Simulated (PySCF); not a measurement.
# Working with the constants of SrCd⁺

BHandHLYP constants of SrCd⁺, ²Σ⁺ (doublet), unpaired electrons σ ↑ (Sr def2-SVP with ECP28, Cd def2-SVP with ECP28; scalar-relativistic core potentials (PySCF 2.14); masses 87.9056 and 113.9034 u):

| Property | Result |
| --- | --- |
| ωe | 69.4 cm⁻¹ |
| ωexe | 0.416 cm⁻¹ |
| Be | 0.025798 cm⁻¹ |
| αe | 0.000167 cm⁻¹ |
| D (centrifugal) | 1.43e-08 cm⁻¹ |
| De to Sr⁺ + Cd | 0.346 eV |

**Question.** Give the vibrational terms G(v) and spacings up to v = 6.

**Answer.** G(v) = ωe(v+½) − ωexe(v+½)².

| v | G(v) (cm⁻¹) | G(v) − G(v−1) | Bv (cm⁻¹) |
| --- | --- | --- | --- |
| 0 | 34.6 |  | 0.02571 |
| 1 | 103.2 | 68.6 | 0.02555 |
| 2 | 170.9 | 67.7 | 0.02538 |
| 3 | 237.8 | 66.9 | 0.02521 |
| 4 | 303.9 | 66.1 | 0.02505 |
| 5 | 369.1 | 65.2 | 0.02488 |
| 6 | 433.5 | 64.4 | 0.02471 |

**Question.** How well does the Morse estimate ωe²/(4ωexe) reproduce De, and what is D0?

**Answer.** It gives 0.359 eV, 104 % of the computed De. D0 = De − G(0) = 0.346 − 0.004 = 0.342 eV.

The bond is weak. Basis-set superposition, not corrected here, can be much of De in a small basis, most of all at correlated wavefunction levels. Spin–orbit coupling is left out. For an ion De counts to the pair picked by the measured ionisation energies or electron affinities, which need not be the lowest pair at this level. The state is the lowest determinant that a PBE0 search found; another state may lie lower at other levels.
